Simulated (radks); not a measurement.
The numbers below are computed, except where a source is named.
Task: These are the eigenvalues of the occupied orbitals of an atom or ion with whole-number occupations (eV). Level of theory: Dirac Kohn-Sham, LDA (Slater exchange, Perdew-Wang correlation), spin-unpolarised, spherical densities, finite nucleus; Fermi nuclear charge, rms radius of each element as measured or else 0.836 A^(1/3) + 0.57 fm (a radial shooting solver on a logarithmic mesh with Libxc functionals).

1s1/2: -61991.04
2s1/2: -12749.43
2p1/2: -12308.29
2p3/2: -11318.58
3s1/2: -4703.936
3p1/2: -4526.370
3p3/2: -4288.334
3d3/2: -4013.425

Which element is it, and in what charge state? The configuration may be excited. Open shells, if any, fill j = l - 1/2 first.

Result: Z = 69, thulium, charge +47: Tm47+ in [Ar] 3d4. The list shows which subshells hold electrons but not how many an open one holds; the 1s level, -2278.1 hartree, gives Z - s = 67.5 by -(Z - s)^2/2, which with screening and relativity narrows Z to a few neighbours, and the depths of the outer levels then fix element, charge and occupations together.
